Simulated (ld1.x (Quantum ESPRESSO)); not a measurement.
## titanium, PAW: configuration errors across variants

Ti (Z = 22), PAW, made with ld1.x (Quantum ESPRESSO) 7.5 (LDA (PZ), scalar-relativistic). Core [Ne], reference 3s2 3p6 3d2 4s1.5 4p0 (charge +0.5). Waves: 3s (bound): rcut 1.45, rcutus 1.70 bohr; 4s (bound): rcut 1.45, rcutus 1.70 bohr; 3p (bound): rcut 1.75, rcutus 2.35 bohr; 4p (bound, empty): rcut 1.75, rcutus 2.35 bohr; 3d (bound): rcut 2.00, rcutus 2.45 bohr; 3d channel at -0.05 Ry: rcut 2.00, rcutus 2.45 bohr. Local part: all-electron potential smoothed inside 1.70 bohr (lloc = -1). Core correction: Bessel-smoothed model core inside 1.45 bohr. Augmentation charge: PSQ, inside the norm-conserving radii.

All-electron excitation energies from the reference (eV): (1) 3s2 3p6 3d2 4s2 4p0 -3.016; (2) 3s2 3p6 3d2 4s1 4p0 4.519; (3) 3s2 3p6 3d2 4s0 4p0 18.319; (4) 3s2 3p6 3d3 4s0 4p0 4.542; (5) 3s2 3p6 3d2 4s0 4p2 3.418; (6) 3s2 3p5 3d2 4s2 4p0 42.492; (7) 3s2 3p6 3d2.5 4s1.5 4p0 -2.693; (8) 3s2 3p6 3d2 4s1.5 4p0 spin -0.864; (9) 3s2 3p6 3d2 4s2 4p0 spin -3.687.

Spin tests fill each open shell by Hund’s rule, majority spin first.

The overlap operator is not positive definite (basis up to 400 Ry) in “base”, “waves 3d (bound): rcut 1.48, rcutus 1.56 bohr; 3d channel at -0.05 Ry: rcut 1.48, rcutus 1.56 bohr”, “waves 3d (bound): rcut 2.00, rcutus 2.12 bohr; 3d channel at -0.05 Ry: rcut 2.00, rcutus 2.12 bohr”, “waves 3d (bound): rcut 2.00, rcutus 2.52 bohr; 3d channel at -0.05 Ry: rcut 2.00, rcutus 2.52 bohr”, “waves 3d (bound): rcut 2.00, rcutus 2.90 bohr; 3d channel at -0.05 Ry: rcut 2.00, rcutus 2.90 bohr”, “waves 3d (bound): rcut 2.00, rcutus 3.64 bohr; 3d channel at -0.05 Ry: rcut 2.00, rcutus 3.64 bohr”. Such files are unfit for use, however small their errors in these radial tests.

Tests that are not counted but printed errors over 1 eV. “waves 3d (bound): rcut 2.00, rcutus 2.90 bohr; 3d channel at -0.05 Ry: rcut 2.00, rcutus 2.90 bohr”: 3s2 3p6 3d3 4s0 4p0 (solver errors, printed error -1401 eV); 3s2 3p5 3d2 4s2 4p0 (solver errors, printed error -102 eV).

Errors AE − PS in meV (a dash: test not solved or not reliable):

```csv
change,(1),(2),(3),(4),(5),(6),(7),(8),(9),bound ghosts
base,+0.2,-0.3,-1.4,-9.3,-0.1,-52,-1.4,-0.9,-0.6,not determined (overlap not positive)
"waves 3d (bound): rcut 1.48, rcutus 1.56 bohr; 3d channel at -0.05 Ry: rcut 1.48, rcutus 1.56 bohr",+0.1,-0.3,-1.3,-5.7,-0.1,-33,-1.2,-0.7,-0.5,not determined (overlap not positive)
"waves 3d (bound): rcut 2.00, rcutus 2.12 bohr; 3d channel at -0.05 Ry: rcut 2.00, rcutus 2.12 bohr",+0.2,-0.3,-1.3,-5.7,-0.1,-37,-1.1,-0.8,-0.6,not determined (overlap not positive)
"waves 3d (bound): rcut 2.00, rcutus 2.52 bohr; 3d channel at -0.05 Ry: rcut 2.00, rcutus 2.52 bohr",+0.1,-0.3,-1.4,-12,-0.1,-61,-1.7,-0.9,-0.6,not determined (overlap not positive)
"waves 3d (bound): rcut 2.00, rcutus 2.90 bohr; 3d channel at -0.05 Ry: rcut 2.00, rcutus 2.90 bohr",+0.2,-0.2,-0.6,–,-0.1,–,–,–,–,not determined (overlap not positive)
"waves 3d (bound): rcut 2.00, rcutus 3.64 bohr; 3d channel at -0.05 Ry: rcut 2.00, rcutus 3.64 bohr",+0.1,-0.4,-2.3,-32,-0.2,-126,-5.0,-0.9,-0.6,not determined (overlap not positive)
```

(1) Give the same row for: waves 3d (bound): rcut 2.00, rcutus 3.14 bohr; 3d channel at -0.05 Ry: rcut 2.00, rcutus 3.14 bohr.

Results:

(1) +0.3, -0.2, +1.1, –, 0.0, –, –, –, –; bound ghosts: not determined (overlap not positive). Not counted: 3s2 3p6 3d3 4s0 4p0 (solver errors, printed error -1315 eV); 3s2 3p5 3d2 4s2 4p0 (solver errors, printed error -30.5 eV). Its overlap operator is not positive definite in a basis up to 400 Ry (lowest eigenvalue s -0.01, d -0.12), so the file is unfit for use: the generalised eigenproblem breaks down once the basis is large enough, and its test numbers describe a broken file.
